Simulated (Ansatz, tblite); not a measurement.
Removing an electron: In(NH2Me)H3 (CH₈InN). Total charge 0; singlet. Geometry: PBE0-D4/def2-SVP. Ansatz, gas phase; energy differences of separate SCF runs; the oxidised species was run as a doublet alone.

```tsv
atom	x (Å)	y (Å)	z (Å)
In1	-1.252	-1.160	0.685
N2	0.280	0.640	0.356
C3	0.971	0.602	-0.929
H4	0.945	0.617	1.129
H5	-0.246	1.508	0.461
H6	1.676	1.438	-1.071
H7	1.524	-0.345	-1.014
H8	0.230	0.624	-1.740
H9	-0.074	-2.438	0.528
H10	-2.269	-0.791	-0.685
H11	-1.784	-0.694	2.280
```

In the def2 sets In takes a core potential; there is no spin–orbit coupling. The xTB rows come from tblite. HOMO above LUMO, or a gap near zero within one spin, warns that the state may not be the lowest or that an electron is smeared out.

| level | −HOMO (eV) | vertical IE (eV) | −LUMO (eV) | HOMO–LUMO gap (eV) | remarks |
| --- | --- | --- | --- | --- | --- |
| GFN1-xTB | 11.15 | 13.94 | 4.61 | 6.54 | – |
| GFN2-xTB | 10.72 | 13.63 | 4.76 | 5.97 | – |
| r2SCAN-D4/def2-TZVP | 6.39 | 9.33 | 0.57 | 5.82 | gap within one spin near zero (+1 doublet) |
| PBE0-D4/def2-TZVP | 7.27 | 9.45 | 0.35 | 6.93 | – |

Run but left out: PBE-D4/def2-TZVP (charge +1 doublet: an occupied level 0.13 eV above an empty one).  Raw xTB energy differences between charge states are shifted by several eV; the methods need an empirical correction for them.
